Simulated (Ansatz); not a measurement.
`O[SiH2]C(O)(F)F`. Charge 0, multiplicity 1.

```xyz
10

O    -1.343    1.121   -1.122
Si   -0.846    0.637    0.361
C     0.693   -0.511    0.201
O     0.410   -1.678   -0.414
F     1.687    0.150   -0.491
F     1.244   -0.748    1.433
H    -0.718    1.591   -1.676
H    -1.954   -0.120    0.975
H    -0.392    1.762    1.216
H     1.220   -2.203   -0.483
```

(1) List the harmonic frequencies (cm⁻¹, unscaled) at PBE0-D4/def2-TZVP in Ansatz. (Best estimate.)

(2) Is this a minimum?

(3) Give the ideal-gas thermochemistry at 298.15 K and 1 bar (rigid rotor, harmonic oscillator; point group C1, symmetry number 1).

(4) Rotational constants (cm⁻¹)?

Results:

(1) Ansatz gave: 53, 123, 203, 238, 287, 340, 415, 504, 560, 617, 713, 720, 834, 885, 918, 958, 1023, 1058, 1206, 1408, 2241, 2285, 3769, 3920.

(2) Yes, all 24 modes are real.

(3) Zero-point energy 151.2 kJ/mol; H(298) − E = 173.6 kJ/mol; entropy 358.8 J/(mol·K), of which translation 167.9, rotation 114.5, vibration 76.4; G(298) − E = 66.7 kJ/mol. Modes under 100 cm⁻¹ are hindered rotations or soft bends, so the harmonic entropy is rough.

(4) 0.1495, 0.06633, 0.06229.
